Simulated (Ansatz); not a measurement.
Two isomers of C3H7AlO: A = `O[C]1([AlH2])CC1`, B = `C=CC[O][AlH2]`.

Gas-phase electronic energies from Ansatz, PBE0-D4/def2-TZVP geometries. CCSD(T)/CBS adds triple-zeta CCSD(T) − MP2 to the extrapolated MP2 energy (def2 sets, frozen cores). DFT in def2-TZVPP. B3LYP here is the variant with VWN-RPA as its local correlation; programs differ in this. Each species was taken in one conformer, which may not be the lowest.

Which isomer does CCSD(T)/CBS put lower? Give the gap. (Best estimate.)

The calculation gave: B, by 172.2 kJ/mol.

Give E(B) − E(A) in kJ/mol with ωB97M-V, HF/def2-TZVPP, CCSD/def2-TZVPP, PBE-D4, MP2/def2-TZVPP, B2PLYP, B3LYP-D4. (Best estimate.)

Computed: ωB97M-V -162.7, HF/def2-TZVPP -202.1, CCSD/def2-TZVPP -175.3, PBE-D4 -149.8, MP2/def2-TZVPP -163.9, B2PLYP -180.1, B3LYP-D4 -180.8. None reverses the order clearly.

Largest T1 diagnostic: 0.013.

In def2-TZVPP, CCSD(T) changes the Hartree–Fock value by +29.1 kJ/mol (the triples alone add +2.2 kJ/mol) and MP2 by +38.3 kJ/mol.
